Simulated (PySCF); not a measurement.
Si(Cl)(Me)(SiH3)2 (CH₉ClSi₃), SMILES C[Si]([SiH3])([SiH3])Cl. The structure is a stationary point at PBE0-D3(BJ)/def2-SVP.

Computed with PBE0-D3(BJ)/def2-SVP run with PySCF 2.14.0.

Harmonic wavenumbers (cm⁻¹): 85, 98, 106, 106, 121, 159, 171, 181, 357, 429, 486, 499, 524, 526, 559, 721, 788, 793, 855, 876, 928, 929, 932, 933, 1256, 1419, 1427, 2211, 2215, 2226, 2228, 2236, 2239, 3055, 3165, 3172. Rotational constants (GHz): 1.581, 1.408, 1.102; symmetry number 1.

### Question
Work out the zero-point energy and the ideal-gas rigid-rotor harmonic-oscillator thermochemistry at 298.15 K and 1 atm.

### Answer
ZPE = ½ Σ hcν = ½ × 39012 cm⁻¹ = 55.77 kcal/mol. H − E(el) = 63.02 kcal/mol. Entropy in cal/(mol K): translation 40.74, rotation 29.26, vibration 31.00, total 101.00. G − E(el) = 32.90 kcal/mol. Cp = 37.78 cal/(mol K). Modes under 150 cm⁻¹ make the vibrational entropy uncertain.
